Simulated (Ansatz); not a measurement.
Relaxation of Cl4H4NOTa (11 atoms, charge 0, multiplicity 1), to a largest force component of 0.03 eV/Å in at most 50 steps.

Computed with RHF/def2-SVP (Ansatz 0.2.0).

```xyz
11
Properties=species:S:1:pos:R:3
Ta -0.536 -0.282 0.147
Cl 3.148 -0.184 0.049
Cl 0.297 0.692 2.096
N 0.244 -0.052 -1.609
H 0.993 -0.636 -1.943
H 0.045 0.709 -2.234
Cl -1.868 1.624 -0.314
Cl -2.471 -1.600 0.258
O 0.500 -1.943 0.391
H 0.253 -2.846 0.529
H 2.615 -1.315 0.480
```

Task: Where does it end, and by what steps?

Result: It converged. After 18 steps the energy has fallen by 0.298 eV; Cl2 moved furthest, 1.32 Å.

```tsv
step	energy less start (eV)	largest force component (eV/Å)	accepted
0	0.0000	1.266	yes
1	-0.1441	0.952	yes
2	-0.2015	0.743	yes
3	-0.1932	1.250	no
4	-0.2346	0.522	yes
5	-0.2555	0.305	yes
6	-0.2726	0.177	yes
7	-0.2830	0.245	yes
8	-0.2859	0.454	yes
9	-0.2929	0.058	yes
10	-0.2935	0.216	yes
11	-0.2949	0.107	yes
12	-0.2963	0.040	yes
13	-0.2972	0.085	yes
14	-0.2976	0.052	yes
15	-0.2978	0.034	yes
16	-0.2980	0.059	yes
17	-0.2980	0.049	yes
18	-0.2981	0.019	yes
```

```xyz
11
Properties=species:S:1:pos:R:3
Ta -0.753 -0.252 0.173
Cl 3.664 -1.227 -0.580
Cl -0.194 0.951 2.095
N 0.305 0.153 -1.395
H 1.160 -0.326 -1.622
H 0.086 0.880 -2.053
Cl -2.311 1.404 -0.522
Cl -2.477 -1.858 0.055
O 0.428 -1.662 0.606
H 0.513 -2.594 0.737
H 2.799 -1.301 0.354
```

Whether the end is a true minimum wasn't checked by a vibrational analysis.

The run took 40 s on 4 threads of Arm Neoverse V2 (shared host), peak memory 0.5 GiB.
